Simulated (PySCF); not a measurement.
[V(SH)6]3- holds V(III), d2, at total charge -3. The structure is a model geometry with rigid ligands and bond lengths from ionic radii, not a minimum; coordination octahedral, point group S6, metal–donor distances 2.38 Å.

```
13

V     0.000    0.000    0.000
S     0.000    0.000    2.380
H     1.320    0.000    2.630
S     0.000    0.000   -2.380
H    -1.320    0.000   -2.630
S     2.380    0.000    0.000
H     2.630    1.320    0.000
S    -2.380    0.000    0.000
H    -2.630   -1.320    0.000
S     0.000    2.380    0.000
H     0.000    2.630    1.320
S     0.000   -2.380    0.000
H     0.000   -2.630   -1.320
```

Method (PySCF 2.14, density fitting): CASSCF(2,5) with orbitals averaged over all microstates of the shell, strongly contracted NEVPT2 on the averaged canonical orbitals; basis x2c-TZVPall on the metal, x2c-SVPall elsewhere; spin-free X2C; IEF-PCM water; spin-orbit coupling by state interaction with the mean-field operator over all roots.

Q: What is the ground state?

A: 3Ag (from 3T1g) (S = 1, orbital degeneracy 1), with 2.0 electrons in the lower (t2g-type) set and 0.0 in the upper (eg-type) set, by NEVPT2; the next part of the same split term lies only 62 cm⁻¹ higher, which doesn't decide their order.

Q: List the excited states of the same spin.

A: By NEVPT2: 3Eg (from 3T1g) at 62 cm⁻¹; 3Ag (from 3T2g) at 17945 cm⁻¹ (557 nm); 3Eg (from 3T2g) at 18035 cm⁻¹ (554 nm); 3Ag (from 3T1g) at 26087 cm⁻¹ (383 nm); 3Eg (from 3T1g) at 26247 cm⁻¹ (381 nm); 3Ag (from 3A2g) at 37360 cm⁻¹ (268 nm). All are electric-dipole forbidden at this geometry.

Q: Which is the lowest state of another spin?

A: 1Eg (from 1T2g) at 10662 cm⁻¹ by NEVPT2; CASSCF alone puts it at 12750 cm⁻¹ above the same ground state.

Q: What ligand-field parameters describe the result?

A: At CASSCF level (the NEVPT2 levels don't fit a ligand-field model well): orbital energies 0, 0, 168, 15885, 15885 cm⁻¹; 10Dq = 15829 cm⁻¹ (difference of the means of the two sets); B = 865 cm⁻¹; C = 3286 cm⁻¹; B over its free-ion value at the same level 0.797; rms of the fit 337 cm⁻¹; ζ = 172 cm⁻¹ (free ion 209).

Q: What magnetic behaviour follows?

A: Degenerate or low-lying orbital states mix with the ground state, so no spin-only Hamiltonian applies. The lowest spin-orbit level is 1-fold; the next lies at 5.7 cm⁻¹. μeff is 2.74 μB at 300 K and 1.23 μB at 10 K; the spin-only value is 2.83 μB.

The geometry is a model, and the complex may not exist in this form. 3Eg (from 3T1g) (62 cm⁻¹) lies within 300 cm⁻¹ of 3Ag (from 3T1g) at NEVPT2 level, inside the method's error: they are parts of one split term, whose order is undecided, and g values and low-temperature moments can hang on it. NEVPT2 lifts 3Ag (from 3T2g) from 14716 to 17945 cm⁻¹; on the d shell alone it tends to overshoot states that fill the eg-type orbitals. An active orbital has only 0.75 squared overlap with the free ion's shell, so the metal shell alone is a small active space here. NEVPT2 on the d shell alone tends to put d–d bands too high for such charged or covalently bound ions.

The job took 28 s on one thread of Arm Neoverse V1 (shared host), with 186 basis functions and a peak of 0.52 GiB, launched as `OMP_NUM_THREADS=1 python lf_run.py task.json out`.
